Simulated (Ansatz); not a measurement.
Start from `CN/C=C/C=O` and change one atom or group to get `O=C/C=[CH]/[AlH2]`.

Ansatz, PBE0-D4/def2-TZVP geometries, multiplicity 1. Each molecule was computed in one conformer, which needn't be the lowest.

| property | `CN/C=C/C=O` |
| --- | --- |
| zero-point energy (PBE0-D4/def2-TZVP) / kJ/mol | 282.4 |
| HOMO–LUMO gap (PBE0/def2-TZVPP) / eV | 5.72 |
| HOMO energy (PBE/def2-TZVPP) / eV | -5.01 |
| HOMO–LUMO gap (ωB97M-V/def2-TZVPP) / eV | 9.86 |
| LUMO energy (B3LYP/def2-TZVPP) / eV | -0.90 |
| HOMO energy (PBE0/def2-TZVPP) / eV | -6.40 |

(1) Give the same properties after the change, and the shifts. (Best estimate.)

Results:

(1) Ansatz gave: 
```json
{"property": "zero-point energy (PBE0-D4/def2-TZVP) / kJ/mol", "`O=C/C=[CH]/[AlH2]`": "169.8", "shift": "-112.6"}
{"property": "HOMO–LUMO gap (PBE0/def2-TZVPP) / eV", "`O=C/C=[CH]/[AlH2]`": "4.85", "shift": "-0.87"}
{"property": "HOMO energy (PBE/def2-TZVPP) / eV", "`O=C/C=[CH]/[AlH2]`": "-6.01", "shift": "-1.00"}
{"property": "HOMO–LUMO gap (ωB97M-V/def2-TZVPP) / eV", "`O=C/C=[CH]/[AlH2]`": "9.19", "shift": "-0.67"}
{"property": "LUMO energy (B3LYP/def2-TZVPP) / eV", "`O=C/C=[CH]/[AlH2]`": "-2.92", "shift": "-2.02"}
{"property": "HOMO energy (PBE0/def2-TZVPP) / eV", "`O=C/C=[CH]/[AlH2]`": "-7.57", "shift": "-1.17"}
```

With PBE0 the HOMO falls by 1.17 eV and the LUMO falls by 2.04 eV, so the gap narrows by about 0.87 eV. PBE moves the HOMO by -1.00 eV and ωB97M-V by -1.49 eV. The zero-point energy changes by -112.6 kJ/mol with -9 modes.

B3LYP here is the variant with VWN-RPA as its local correlation; programs differ in this.
